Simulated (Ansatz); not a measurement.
The same ligand exchange along the group B, Al, In.

Computed with Ansatz on PBE0-D4/def2-TZVP structures; ΔE is electronic, products minus reactants. CBS: MP2 limit from def2 TZ/QZ plus the TZ coupled-cluster correction, frozen cores. This one scheme is used for every species. DFT in def2-TZVPP. def2 core potentials past Kr. For Br, In outer-core shells are correlated without core-valence functions, which leaves a few kJ/mol of doubt a bond. Scalar relativity is left out up to krypton. One conformer a species, not always the lowest.

```
                                                reaction  B2PLYP (kJ/mol)  CCSD/CBS(def2) (kJ/mol)  r2SCAN-D4 (kJ/mol)
                      `COB(C)O` + HBr → `COB(O)Br` + CH₄              -78                      -76                 -80
`C[O][Al]([CH3])[OH]` + HBr → `C[O][Al]([OH])[Br]` + CH₄             -164                     -166                -166
`C[O][In]([CH3])[OH]` + HBr → `C[O][In]([OH])[Br]` + CH₄             -146                     -145                -148
```

Problem. Give the CCSD(T)/CBS values in the same order. (An estimate is asked.)

Solution. Computed: -77, -165, -144 kJ/mol.

Largest T1 diagnostic: 0.015, for `C[O][In]([CH3])[OH]`.
